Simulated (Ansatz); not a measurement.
C2Cl4, singlet, geometry from GFN2-xTB; CCSD/def2-SV(P) (Ansatz, a quantum-chemistry and plane-wave program).

The Ansatz input:
Ansatz 0.2 input:
```yaml
crystal:
  periodic: [false, false, false]
  atoms:
    - {symbol: C, position_ang: [0.00305246, 0.00262455, 0.66926011]}
    - {symbol: C, position_ang: [-0.00305246, -0.00262455, -0.66926011]}
    - {symbol: Cl, position_ang: [0.00298418, 1.45814059, 1.57060993]}
    - {symbol: Cl, position_ang: [0.01139454, -1.44577756, 1.58195950]}
    - {symbol: Cl, position_ang: [-0.00298418, -1.45814059, -1.57060993]}
    - {symbol: Cl, position_ang: [-0.01139454, 1.44577756, -1.58195950]}
basis:
  gaussian:
    orbitals: def2-SV_P_.json
magnetization: {spin_polarized: false}
correlation: {method: ccsd}
```
The basis file holds def2-SV(P) in the JSON format of the Basis Set Exchange.

What the program printed (banner, timings and long lists left out):

```
Functional definition: HF
940 factors; integrals over basis functions are off by at most 1.6e-3 eV
mean field evaluation 1: about -52053.2593 eV, gradient 2.4e1 eV
mean field evaluation 2: about -52054.0616 eV, gradient 2.6e1 eV
mean field evaluation 4: about -52056.0278 eV, gradient 3.4e0 eV
mean field evaluation 8: about -52056.0971 eV, gradient 1.9e-1 eV
mean field evaluation 16: about -52056.0974 eV, gradient 1.4e-6 eV
mean field -52056.09736928 eV, -1913.0262934310 hartree, gradient 1.4e-6 eV, S^2 0.000000; 0 other end points of the search recorded, 0 dependent functions left out; unrestricted orbitals would lower it
22 core orbitals not correlated
reference -52056.09736928 eV, -1913.0262934310 hartree; 18, 18 occupied and 60, 60 virtual orbitals, 940 factors
second order -21.85514289 eV of doubles, -0.00000000 eV of singles
cycle   1  -22.42036959 eV  change   -5.7e-1 eV  update   1.1e-1
cycle   2  -22.93842050 eV  change   -5.2e-1 eV  update   3.4e-2
cycle   3  -23.07235491 eV  change   -1.3e-1 eV  update   1.6e-2
cycle   4  -23.06807908 eV  change    4.3e-3 eV  update   3.7e-3
cycle   5  -23.07050402 eV  change   -2.4e-3 eV  update   1.5e-3
cycle   6  -23.07032852 eV  change    1.8e-4 eV  update   3.0e-4
cycle   7  -23.07008623 eV  change    2.4e-4 eV  update   9.4e-5
cycle   8  -23.07009555 eV  change   -9.3e-6 eV  update   2.8e-5
Total energy: -52079.16746483 eV, -1913.8741038048 hartree
```
